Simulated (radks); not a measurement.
Ar II, configuration [Ne] 3s2 3p5. All-electron calculation, Dirac Kohn-Sham, PBEsol, spin-unpolarised, spherical densities, point nucleus; open shells are shared between the two j in proportion to 2j + 1. Program: a radial shooting solver on a logarithmic mesh with Libxc functionals.

Normalised radial functions P(r) = r R(r) (large component), r in bohr:

```
   r/bohr * 1s1/2, o 2p3/2 (the largest magnitude, 3.07, reaches the edge; | marks zero, & curves that meet)
 0.009287 o                    *
  0.01047 o                      *
  0.01181 o                         *
  0.01331 |o                          *
  0.01501 |o                             *
  0.01692 |o                                *
  0.01908 |o                                  *
  0.02151 |o                                     *
  0.02426 | o                                       *
  0.02735 | o                                          *
  0.03083 | o                                             *
  0.03477 |  o                                              *
   0.0392 |   o                                               *
   0.0442 |   o                                                 *
  0.04983 |    o                                                 *
  0.05618 |     o                                                *
  0.06335 |       o                                              *
  0.07142 |        o                                           *
  0.08053 |          o                                       *
   0.0908 |           o                                   *
   0.1024 |             o                             *
   0.1154 |                o                      *
   0.1291 |                  o               *
   0.1456 |                    o        *
   0.1641 |                      o*
   0.1851 |                  *     o
   0.2086 |             *           o
   0.2352 |         *                 o
   0.2652 |      *                    o
   0.2991 |    *                      o
   0.3372 |  *                       o
   0.3802 |*                        o
   0.4286 |*                      o
   0.4833 *                    o
   0.5449 *                 o
   0.6144 *              o
   0.6927 *           o
    0.781 *        o
   0.8806 *     o
   0.9929 *   o
    1.119 *  o
    1.262 * o
    1.423 *o
    1.605 &
    1.809 &
     2.04 &
      2.3 &
    2.593 &
    2.924 &
    3.297 &
    3.717 &
    4.191 &
    4.725 &
    5.327 &
```

1s1/2: eigenvalue -3129.4 eV, 0 radial nodes, <r> = 0.0858 bohr, 90 % of the charge inside 0.153 bohr. 2p3/2: eigenvalue -242.78 eV, 0 radial nodes, <r> = 0.378 bohr, 90 % of the charge inside 0.625 bohr.
